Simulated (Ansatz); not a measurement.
Program: Ansatz. Geometries: PBE0-D4/def2-TZVP. ΔE: electronic, gas phase. CCSD(T)/CBS adds triple-zeta CCSD(T) − MP2 to the extrapolated MP2 energy (def2 sets, frozen cores). This one scheme is used for every species. Functionals use def2-TZVPP. B3LYP here is the variant with VWN-RPA as its local correlation; programs differ in this. HSE06 is defined as in plane-wave codes. One conformer a species, not always the lowest.

Reaction (cleavage of the B–Si bond): `C[SiH2]BO` + `O[SiH2][SiH3]` → `OBO[SiH2][SiH3]` + `C[SiH3]`

```
             level  ΔE (kcal/mol)  difference from CCSD(T)/CBS
          B3LYP-D4          -41.1                         -0.8
        r2SCAN0-D4          -41.4                         -1.1
          HSE06-D4          -38.8                          1.5
          BHLYP-D4          -43.3                         -3.0
      CAM-B3LYP-D4          -42.4                         -2.1
            B2PLYP          -41.5                         -1.2
           r2SCANh          -40.9                         -0.6
           r2SCAN0          -41.3                         -1.0
         CAM-B3LYP          -42.1                         -1.8
RPA@PBE/def2-TZVPP          -40.0                          0.3
      MP2/def2-SVP          -46.9                         -6.6
     CCSD/def2-SVP          -45.8                         -5.5
  CCSD(T)/def2-SVP          -45.6                         -5.3
SCS-MP2/def2-TZVPP          -42.1                         -1.8
CCSD(T)/def2-TZVPP          -40.9                         -0.6
SCS-MP2/def2-QZVPP          -41.9                         -1.6
       CCSD(T)/CBS          -40.3                            0
```

Largest T1 diagnostic among the species: 0.013.

At CCSD(T), def2-SVP lies −5.3 kcal/mol from the extrapolated value and def2-TZVPP −0.6 kcal/mol. From r2SCAN to r2SCAN0 (25 % exact exchange), in def2-TZVPP and without D4, ΔE moves by −0.8 kcal/mol. Leaving LDA and LC-ωPBE aside and taking each functional with its dispersion term where it has one, the values, not all of them listed here, spread over 6.4 kcal/mol, from BHLYP-D4 to revPBE-D4. LDA lies −2.8 kcal/mol from PBE without D4.
